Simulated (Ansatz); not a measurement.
Gas-phase electronic energies from Ansatz, PBE0-D4/def2-TZVP geometries. CBS: MP2 limit from def2 TZ/QZ plus the TZ coupled-cluster correction, frozen cores. This one scheme is used for every species. DFT in def2-TZVPP. HSE06 is defined as in plane-wave codes. One conformer a species, not always the lowest.

Consider the cleavage of the B–Si bond: `O[SiH2]B(F)F` + H₂S → `FB(F)S` + silanol.

`O[SiH2]B(F)F`:

Z-matrix (Å, degrees):
```
Si
B 1 2.038
O 1 1.649 2 111.7
H 1 1.492 2 107.7 3 123.6
H 1 1.483 2 110.5 3 -118.3
F 2 1.323 1 121.6 3 -11.8
F 2 1.320 1 122.2 3 169.4
H 3 0.958 1 118.0 2 44.8
```

H₂S:

Cartesian coordinates in Å:
```
S 0.385 -0.459 0.158
H 0.563 0.824 -0.188
H -0.947 -0.365 0.030
```

`FB(F)S`:

```xyz
5

F     1.639   -0.412   -0.611
B     0.371   -0.272   -0.278
F    -0.504   -1.121   -0.781
S    -0.100    1.058    0.840
H    -1.406    0.747    0.831
```

`O[SiH3]`:

```xyz
6

O     0.345   -0.222   -1.214
Si   -0.244   -0.015    0.311
H     1.220    0.118   -1.406
H     0.616   -0.679    1.328
H    -1.591   -0.629    0.312
H    -0.345    1.427    0.669
```

| level | ΔE (kJ/mol) | difference from CCSD(T)/CBS |
| --- | --- | --- |
| LDA (SPW92) | -85.0 | 0.3 |
| r2SCAN-D4 | -90.1 | -4.8 |
| B97M-V | -93.2 | -7.9 |
| r2SCAN0-D4 | -91.2 | -5.9 |
| HSE06-D4 | -84.8 | 0.5 |
| CAM-B3LYP-D4 | -84.9 | 0.4 |
| PBE-QIDH | -90.5 | -5.2 |
| revPBE | -80.8 | 4.5 |
| BLYP | -82.3 | 3.0 |
| r2SCAN | -90.4 | -5.1 |
| HSE06 | -85.5 | -0.2 |
| CAM-B3LYP | -85.7 | -0.4 |
| HF/def2-TZVPP | -91.8 | -6.5 |
| SCS-MP2/def2-TZVPP | -91.6 | -6.3 |
| HF/def2-QZVPP | -91.4 | -6.1 |
| SCS-MP2/def2-QZVPP | -90.9 | -5.6 |
| CCSD(T)/CBS | -85.3 | 0 |

Largest T1 diagnostic among the species: 0.013.

Leaving LDA and LC-ωPBE aside and taking each functional with its dispersion term where it has one, the values, not all of them listed here, spread over 12.0 kJ/mol, from B97M-V to PBE-D4. LDA lies −3.2 kJ/mol from PBE without D4. From PBE to PBE0 (25 % exact exchange), in def2-TZVPP and without D4, ΔE moves by −3.5 kJ/mol. At CCSD(T), def2-SVP lies −12.7 kJ/mol from the extrapolated value and def2-TZVPP −1.0 kJ/mol.
